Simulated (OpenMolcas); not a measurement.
# ICl (iodine monochloride): a line through the functionals

The species is ICl (2 atoms), meant as a singlet with charge 0. As SMILES, `ClI`. The coordinates come from a PBE0-D4/def2-TZVP relaxation.

The HOMO–LUMO gap y, in eV, basis def2-TZVP with a core potential; a is the functional's share of exact exchange. Programs: OpenMolcas 26.06.

```
functional     program     a  y (eV)
    revPBE  OpenMolcas     0    2.31
    r2SCAN  OpenMolcas     0    2.63
     B3LYP  OpenMolcas   0.2    3.90
      PBE0  OpenMolcas  0.25       ?
     BHLYP  OpenMolcas   0.5    6.41
```

Q: Fit y = c + s·a to the known rows and predict PBE0.

A: 
1. Means of the 4 rows: a = 0.1750, y = 3.812.
2. Σ(Δa)² = 0.1675, Σ(Δa·Δy) = 1.3163, so the slope is 1.3163/0.1675 = 7.8585.
3. Intercept: 3.812 − (7.8585) × 0.1750 = 2.437. The largest residual of the fit is 0.19.
4. PBE0: 2.437 + (7.8585) × 0.25 = 4.40 eV.

The run gave 4.38 eV, so the prediction is off by +0.02 eV, within the scatter of the fit. Exact exchange lowers occupied levels and raises empty ones. The rows mix families of semi-local functionals, which the line can't see.
